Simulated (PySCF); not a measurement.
**Bond length, frequency and bond energy of RbIn⁺ by level of theory**

State: ²Σ⁺ (doublet), unpaired electrons σ ↑. Set-up: PySCF, scalar-relativistic core potentials, basis sets Rb def2-SVPD with ECP28, In def2-SVPD with ECP28. De refers to Rb⁺ + In in their high-spin ground configurations, without counterpoise correction. The functionals are run spin-unrestricted. A positive dipole points towards In; it is taken about the centre of mass and depends on that origin.

```json
{"Level": "UHF", "Re (Å)": "4.410", "ωe (cm⁻¹)": "44.6", "De (eV)": "0.432", "μ (D)": "-8.71", "CPU s a point (SCF and correlation, without the integrals)": "0.21"}
{"Level": "UHF-MP2", "Re (Å)": "4.277", "ωe (cm⁻¹)": "47.2", "De (eV)": "0.482", "μ (D)": "n/a", "CPU s a point (SCF and correlation, without the integrals)": "0.41"}
{"Level": "UHF-SCS-MP2", "Re (Å)": "4.305", "ωe (cm⁻¹)": "46.6", "De (eV)": "0.470", "μ (D)": "n/a", "CPU s a point (SCF and correlation, without the integrals)": "n/a"}
{"Level": "LDA", "Re (Å)": "4.100", "ωe (cm⁻¹)": "49.5", "De (eV)": "0.66", "μ (D)": "-6.40", "CPU s a point (SCF and correlation, without the integrals)": "0.46"}
{"Level": "PBE", "Re (Å)": "4.262", "ωe (cm⁻¹)": "44.1", "De (eV)": "0.60", "μ (D)": "-6.72", "CPU s a point (SCF and correlation, without the integrals)": "0.65"}
{"Level": "PW91", "Re (Å)": "4.242", "ωe (cm⁻¹)": "45.0", "De (eV)": "0.61", "μ (D)": "-6.70", "CPU s a point (SCF and correlation, without the integrals)": "0.43"}
{"Level": "r²SCAN", "Re (Å)": "4.259", "ωe (cm⁻¹)": "46.5", "De (eV)": "0.50", "μ (D)": "-7.74", "CPU s a point (SCF and correlation, without the integrals)": "0.91"}
{"Level": "r²SCANh", "Re (Å)": "4.243", "ωe (cm⁻¹)": "47.3", "De (eV)": "0.50", "μ (D)": "-7.78", "CPU s a point (SCF and correlation, without the integrals)": "1"}
{"Level": "PBE0", "Re (Å)": "4.217", "ωe (cm⁻¹)": "47.2", "De (eV)": "0.55", "μ (D)": "-7.32", "CPU s a point (SCF and correlation, without the integrals)": "1.1"}
```

The bond length runs from 4.100 Å (LDA) to 4.410 Å (UHF). De spans 0.43 eV (UHF, mean field) to 0.66 eV (LDA, local density).

Correlated steps freeze 4 core orbitals. Correlated levels converge slowly with the basis: in double zeta they bind strong bonds too weakly, by up to about 1 eV, and carry superposition errors of some tenths. These are scalar-relativistic numbers at best; spin–orbit coupling would shift them, the dissociation energy most. For an ion De counts to the pair picked by the measured ionisation energies or electron affinities, which need not be the lowest pair at this level. The state is the lowest determinant that a PBE0 search found; another state may lie lower at other levels.

The whole job (state search and all levels along the bond) took about 2 min on 1 thread of Arm Neoverse V1 (shared host), peak memory 0.76 GiB.
